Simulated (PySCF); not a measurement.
A structure optimised at PBE0-D3(BJ)/def2-SVP, used in a PySCF frequency run:

```
Ge
H 1 1.5388
H 1 1.5388 2 109.99
Cl 1 2.1776 2 106.55 3 115.11
Ge 1 2.4203 2 113.53 3 -128.44
H 5 1.5366 1 109.04 2 -176.58
H 5 1.5366 6 109.70 1 -119.35
H 5 1.5400 6 109.45 7 -120.10
```
Charge 0, spin multiplicity 1.

Question: Write its SMILES, formula and point group.

Answer: [Cl][GeH2][GeH3], ClGe2H5, Cs

Question: What are its rotational constants (standard atomic weights)?

Answer: 5.6847, 1.3358, 1.1121 GHz
